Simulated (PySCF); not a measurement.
Computed Raman spectrum (relative Raman activity) of a molecule CH5BFNO. Geometry optimised at PBE0-D3(BJ)/def2-SVP. Other conformers were not sampled. These are PySCF with PBE0-D3(BJ)/def2-SVP values and carry that method's errors. No scaling factor is applied to the harmonic values.

ν (cm⁻¹): 401 (vw), 785 (w), 876 (vw), 998 (vw), 1097 (vw), 1242 (w), 1276 (vw), 1413 (vw), 1454 (w), 1599 (vw), 3048 (vs), 3101 (s), 3636 (vs), 3747 (s), 3925 (vs) (against the strongest line: vs over 80 %, s over 45 %, m over 15 %, w over 4 %, vw less)

**Question.** Which molecule gave these data?
A. CNB(O)F
B. NB(O)CF
C. COB(N)F

**Answer.** B, NB(O)CF
